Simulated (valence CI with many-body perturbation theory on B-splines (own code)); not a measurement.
Values are calculated unless marked as measured or tabulated.
**Mn¹²⁺: what each term of the Hamiltonian does**

Method: relativistic CI+MBPT: three valence electrons over a frozen Dirac-Fock core [Ne], a basis of 11 s, 11 p, 9 d, 7 f, 5 g, 2 h, 1 i functions for each j, with the one-electron correlation potential Σ1, the two-electron term Σ2, the three-electron term Σ3, Breit, model QED; selected CI, second order for the rest, scaled by the run's own slope (own B-spline code, finite nucleus).

No measured levels were compared; by estimate levels of excited configurations hold to 0.05 to 0.15 % of their energy, terms of the ground configuration to about 0.5 %.

Each rung adds one term. CI alone is the Dirac-Coulomb CI over the frozen core; QED comes last and gives the full result, which names the levels. Energies are above 3s²3p ²P°_1/2 on the same rung, in cm⁻¹.

Names give the largest LS component (configuration and term), which can be under half, so a name can repeat, a term be missing and a line seem to break the LS rules; names also repeat where a configuration has a term twice.

```
         Level  CI alone     Σ1     Σ2    Σ3  Breit   QED    Full
 3s²3p ²P°_3/2     15580   +101    +32    +2   -437   +36   15314
  3s3p² ⁴P_1/2    207964   -617  +1253   +94   +180  -499  208376
  3s3p² ⁴P_3/2    214190   -571  +1281   +96    -14  -482  214500
  3s3p² ⁴P_5/2    222325   -523  +1276   +94   -291  -464  222418
  3s3p² ²D_3/2    277233   -496   +367   +71   -210  -424  276542
  3s3p² ²D_5/2    278928   -472   +382   +73   -343  -417  278151
  3s3p² ²S_1/2    341914   -462  -1667   -73    +26  -491  339249
  3s3p² ²P_1/2    365086   -440  -3276   -41   -162  -491  360677
  3s3p² ²P_3/2    372612   -415  -3635   -30   -311  -484  367737
  3s²3d ²D_3/2    445294   -482  -3063  -228   -763   -45  440714
  3s²3d ²D_5/2    446903   -424  -3035  -231   -963   -35  442216
   3p³ ²D°_3/2    535946  -1099   +424  +203    -97  -852  534525
   3p³ ²D°_5/2    538750  -1073   +541  +209   -303  -835  537288
   3p³ ⁴S°_3/2    550578  -1097  -2239   +90    +41  -996  546377
   3p³ ²P°_1/2    599245   -993  -1366   +53   -145  -891  595903
3s3p3d ⁴F°_3/2    597943  -1138   +673    -1   -431  -515  596532
   3p³ ²P°_3/2    601669   -963  -1198   +55   -343  -850  598368
3s3p3d ⁴F°_5/2    601375  -1105   +720    -4   -615  -488  599883
3s3p3d ⁴F°_7/2    606323  -1055   +722    -3   -846  -475  604666
```

The middle columns are the shifts that each term adds.

(1) How does the ionisation energy move along the ladder, and which term matters most?

Results:

(1) CI alone 343.33, + Σ1 344.01, + Σ2 343.81, + Σ3 343.78, + Breit 343.64, + QED 343.65 eV. The largest step is Σ1, 0.68 eV. NIST lists 343.6 ± 0.7 eV (semi-empirical).
